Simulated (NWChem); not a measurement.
Species: silylphosphine (SiPH$_{5}$); SMILES [SiH3]P

Program: NWChem. Level B3LYP/def2-SVP: optimisations from one semi-empirical or force-field start; each run changes one setting, and all end within 0.3 mHa of each other.

| setting | optimisation steps |
|---|---|
| redundant internal coordinates, default thresholds | 6 |
| Cartesian coordinates | 6 |
| tight thresholds | 9 |
| symmetry off | 6 |
| loose thresholds | 3 |
